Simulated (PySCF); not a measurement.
**Relaxation of singlet SeCl₄**

These are results of BP86/[Se def2-TZVP, Cl def2-TZVP], no relativity, density fitting, PySCF, not measurements. A (50,194) grid was used.

A hand-made tetrahedral start, of Td symmetry, held to at least that symmetry:

```xyz
5
charge 0 multiplicity 1, angstrom
Se    0.0000    0.0000    0.0000
Cl    1.7555   -0.0001    1.2413
Cl   -1.7555    0.0000    1.2413
Cl    0.0000    1.7555   -1.2413
Cl    0.0000   -1.7555   -1.2414
```

Optimiser trace:
| step | E − E(last) (kJ/mol) | largest gradient (Eh/bohr) |
| --- | --- | --- |
| 0 | 80.88 | 0.04634 |
| 1 | 8.91 | 0.01324 |
| 2 | 0.76 | 0.00365 |
| 3 | 0.01 | 0.00042 |
| 4 | 0.00 | 0.00002 |

It ends at Td with Se–Cl 2.311 Å (×4); Cl–Se–Cl 109.5° (×6). The frequency run here used a shortcut that can spoil soft modes, so no verdict on minimum or saddle point is given. Other isomers or separated fragments may lie lower.

Final geometry:
```xyz
5
charge 0 multiplicity 1, angstrom
Se    0.0000    0.0000    0.0000
Cl    1.8870   -0.0001    1.3343
Cl   -1.8870    0.0000    1.3343
Cl    0.0000    1.8870   -1.3342
Cl    0.0000   -1.8869   -1.3343
```

The relaxation took of the order of 2.2 core-minutes on a shared host.
